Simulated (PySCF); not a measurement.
**Zr(OH)₃: double against triple zeta**

Base calculation in PySCF with density fitting and no spin–orbit coupling, PBE0/def2-SVP (scalar-relativistic core potentials): doublet, D3h, O–H 0.955 Å (×3), Zr–O 1.925 Å (×3); wavenumbers 78, 155 (×2), 220, 325 (×2), 421 (×2), 440, 700, 728 (×2), 4031 (×2), 4035 cm⁻¹; polar-tensor charge of Zr 1.62 e, atomisation energy (no zero-point energy) 2928 kJ/mol.

**Question.** What changes on going to PBE0/def2-TZVP (scalar-relativistic core potentials)?

**Answer.** The point group becomes C3h. Changes: mean bond to Zr +0.002 Å, smallest bond angle 0.0 degrees, highest wavenumber -22 cm⁻¹, lowest wavenumber -6 cm⁻¹, polar-tensor charge of Zr +0.10 e, atomisation energy (no zero-point energy) -30 kJ/mol. The new structure has O–H 0.952 Å (×3), Zr–O 1.927 Å (×3); H–O–Zr 173.9° (×3), O–Zr–O 120.0° (×3), with wavenumbers 72, 106, 157 (×2), 261 (×2), 362 (×2), 379, 685, 704 (×2), 4010 (×2), 4013 cm⁻¹.

Open d or f shells are single determinants, so the state found may not be the ground state. Each species is the lowest minimum found with this bonding; other isomers or fragments can lie lower.
